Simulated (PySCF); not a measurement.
Computed with PBE-D3(BJ)/def2-SVP // B3LYP-D3(BJ)/def2-SVP run with PySCF 2.14.0. Gas-phase values, no solvent. One relaxed conformer stands for a flexible species; it need not be the lowest. Excitations are Tamm–Dancoff values on a coarser integration grid. The basis has no diffuse functions, so Rydberg states are missing or too high.

Reference species (SMILES): `Fc1ccc(F)cc1` (neutral, multiplicity 1).

```yaml
S1 oscillator strength: 0.044
HOMO: -5.89 eV
T1 excitation (TDA): 3.98 eV
```

Changed species: `Bc1ccc(B)cc1` (X = boryl; the reference has X = fluoro).

Problem. Give the shifts of the S1 oscillator strength, HOMO and T1 excitation (TDA).

Solution. the S1 oscillator strength drops by 0.011, to 0.033; the HOMO decreases by 0.89 eV, to -6.78 eV; the T1 excitation (TDA) falls by 1.12 eV, to 2.86 eV.
